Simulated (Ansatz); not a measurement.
Molecule: sum formula H₇BSi₂O₃ (charge 0, singlet). 
Coordinates optimised at B3LYP-D3(BJ)/def2-TZVP (Ansatz, a program for electronic structure):
```
O
B 1 1.3656
O 2 1.3674 1 120.16
O 2 1.3682 1 119.14 3 -180.00
H 4 0.9621 2 112.88 1 -180.00
Si 1 1.6560 2 132.32 3 180.00
Si 3 1.6579 2 129.60 1 0.00
H 6 1.4770 1 106.37 2 180.00
H 7 1.4771 3 106.35 2 -180.00
H 6 1.4790 8 109.87 1 -119.52
H 6 1.4790 8 109.87 10 -120.96
H 7 1.4793 9 109.84 3 -119.60
H 7 1.4793 9 109.84 12 -120.79
```
Charge 0, spin multiplicity 1.

Basis-set convergence of Hartree-Fock and CCSD correlation energies (hartree) with Ansatz. Cores are frozen in the correlated levels unless marked. No spin-orbit coupling. No relativistic terms.

| basis | functions | E(HF) | E(corr, CCSD) |
|---|---|---|---|
| cc-pV(D+d)Z | 137 | -831.48629 | -0.88463 |
| cc-pV(T+d)Z | 296 | -831.61071 | -1.09477 |
| cc-pV(Q+d)Z | 558 | -831.63872 | -1.16643 |

Extrapolating the two largest sets (X = 3 and 4) as X^-3: E(corr) = (64·(-1.16643) - 27·(-1.09477))/37 = -1.2187 Eh, an estimate of the basis-set limit. The largest set recovers 95.7 % of it, the smallest 72.6 %.
